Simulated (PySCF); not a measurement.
# Core binding energy against partial charge

C5H8Si.
Numbering: `[CH:1]#[C:2][CH2:3][C:4](=[CH2:5])[SiH3:6]`

Cartesian coordinates in Å at the PBE0-D3(BJ)/def2-SVP level; atoms count from 1:
```xyz
14
C5H8Si angstrom
C      2.2478   -1.7377    0.1818
C      1.6842   -0.6792    0.3491
C      0.9757    0.5815    0.5451
C     -0.3682    0.6374   -0.1542
C     -0.6951    1.6783   -0.9304
Si    -1.5881   -0.7753    0.1070
H      2.7505   -2.6746    0.0311
H      0.8220    0.7259    1.6308
H      1.6117    1.4193    0.2102
H     -1.6712    1.7521   -1.4193
H      0.0044    2.5045   -1.1094
H     -1.1485   -2.0240   -0.5830
H     -1.7192   -1.0694    1.5683
H     -2.9152   -0.3558   -0.4362
```

Binding energies: PySCF 2.14.0, delta-SCF UKS SCAN, pcX-2 on the ionised atom, pcseg-1 elsewhere, spin-free X2C. Charges: PBE0/pcSseg-1 ground-state density, for the ionised atom.

```
atom                      environment  C 1s (eV)  Mulliken (e)  IAO (e)  Hirshfeld (e)  ESP (e)
  C1           terminal alkyne carbon     290.19        -0.358   -0.245         -0.118   -0.548
  C5             terminal =CH2 carbon     290.31        -0.107   -0.287         -0.088   -0.489
  C4  fully substituted alkene carbon     290.36        -0.518   -0.243         -0.076   +0.105
  C2                    alkyne carbon     290.70        +0.127   -0.032         -0.039   +0.161
  C3                   allylic carbon     291.68        -0.082   -0.266         -0.051   -0.312
```

Question: How well does each charge scheme correlate with the binding energies over these sites?

Answer: Hirshfeld: r = 0.68, slope 13.1 eV per e; Mulliken: r = 0.44, slope 1.1 eV per e; ESP: r = 0.09, slope 0.2 eV per e; IAO: r = 0.01, slope 0.1 eV per e. Hirshfeld charges have the highest r, on only 5 points.

Question: The point-charge model writes a binding energy as kq + V + constant, with V the potential of the other atoms' charges at the site. What does it give with the ESP charges?

Answer: V = Σ 14.40 eV Å × q/r over all other atoms: +6.39 eV at C1, +6.25 eV at C5, -2.92 eV at C4, -5.03 eV at C2, +4.35 eV at C3. Fitting binding energy − V to q gives k = 16.3 eV per e and leaves an rms residual of 0.53 eV, against 0.54 eV for the fit on q alone. The model has no term for differences in relaxation between sites.

Spin contamination (⟨S²⟩ against 0.75 for a pure doublet) is marked for C 1s of C2 (0.87), which makes this value less certain. The structure is a single PBE0-D3(BJ)/def2-SVP conformer in the gas phase; no vibrational or solvent corrections.
